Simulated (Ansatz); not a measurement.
`CC(F)[SiH3]` + H₂O → `CC(O)F` + SiH₄ at 400 K and 1 bar (formal hydrolysis of a C–Si bond).

Computed with Ansatz on PBE0-D4/def2-TZVP structures; ΔE is electronic, products minus reactants. CBS: MP2 limit from def2 TZ/QZ plus the TZ coupled-cluster correction, frozen cores. This one scheme is used for every species. Each species was taken in one conformer, which may not be the lowest.

```json
{"species": "`CC(F)[SiH3]`", "CCSD(T)/CBS energy (Eh)": "-469.17172", "H − E (kJ/mol)": "245.4", "S (J/(mol·K))": "349.3"}
{"species": "H₂O", "CCSD(T)/CBS energy (Eh)": "-76.37941", "H − E (kJ/mol)": "69.8", "S (J/(mol·K))": "198.6"}
{"species": "`CC(O)F`", "CCSD(T)/CBS energy (Eh)": "-254.08332", "H − E (kJ/mol)": "214.6", "S (J/(mol·K))": "309.8"}
{"species": "SiH₄", "CCSD(T)/CBS energy (Eh)": "-291.46306", "H − E (kJ/mol)": "96.9", "S (J/(mol·K))": "218.6"}
```

H − E and S are ideal-gas, rigid-rotor, harmonic terms from PBE0-D4/def2-TZVP, for one conformer and one mirror image of each species. 1 Eh = 2625.50 kJ/mol, R = 8.31446 J/(mol·K).

By hand: ΔE, ΔH, ΔS and ΔG.

ΔE = (-254.08332) + (-291.46306) − (-469.17172) − (-76.37941) = 0.00475 Eh = 12.5 kJ/mol. Δ(H − E) = 214.6 + 96.9 − 245.4 − 69.8 = -3.7, so ΔH = 8.8 kJ/mol. ΔS = 309.8 + 218.6 − 349.3 − 198.6 = -19.5 J/(mol·K). ΔG = 8.8 − 400 × (-19.5)/1000 = 16.6 kJ/mol.

By hand: the equilibrium constant, and the temperature at which ΔG would vanish if ΔH and ΔS stayed fixed.

log₁₀ K = −ΔG/(RT ln 10) = -2.2. ΔH and −TΔS have one sign here, so there is no such temperature.

TΔS isn't small against ΔH here. A doubt of 5 kJ/mol in ΔE shifts log₁₀ K by 0.7 here. Other conformers and mirror images would add mixing entropy, several J/(mol·K) or more a flexible species. These are equilibria of isolated gas molecules and say nothing of rates. Largest T1 diagnostic: 0.011 (customary marks: 0.02 for closed shells, 0.045 for open ones).
